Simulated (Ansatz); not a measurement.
`BC(=C)SC` and `B[C](=C)[AlH2]` differ in one atom or group.

Ansatz, PBE0-D4/def2-TZVP geometries, multiplicity 1. Each molecule was computed in one conformer, which needn't be the lowest.

| property | `BC(=C)SC` |
| --- | --- |
| HOMO–LUMO gap (B3LYP/def2-TZVPP) / eV | 3.67 |
| HOMO energy (B3LYP/def2-TZVPP) / eV | -6.05 |
| LUMO energy (PBE/def2-TZVPP) / eV | -3.14 |
| HOMO energy (PBE0/def2-TZVPP) / eV | -6.25 |
| HOMO–LUMO gap (PBE0/def2-TZVPP) / eV | 4.06 |
| HOMO energy (PBE/def2-TZVPP) / eV | -5.24 |

**Question.** What does the change do to each property? (An estimate is asked.)

**Answer.** Ansatz gave: 
```tsv
property	`B[C](=C)[AlH2]`	shift
HOMO–LUMO gap (B3LYP/def2-TZVPP) / eV	4.98	1.31
HOMO energy (B3LYP/def2-TZVPP) / eV	-7.53	-1.48
LUMO energy (PBE/def2-TZVPP) / eV	-3.34	-0.20
HOMO energy (PBE0/def2-TZVPP) / eV	-7.71	-1.46
HOMO–LUMO gap (PBE0/def2-TZVPP) / eV	5.36	1.30
HOMO energy (PBE/def2-TZVPP) / eV	-6.48	-1.24
```

With PBE0 the HOMO falls by 1.46 eV and the LUMO falls by 0.16 eV, so the gap widens by about 1.30 eV. PBE moves the HOMO by -1.24 eV and ωB97M-V by -1.56 eV.

B3LYP here is the variant with VWN-RPA as its local correlation; programs differ in this.
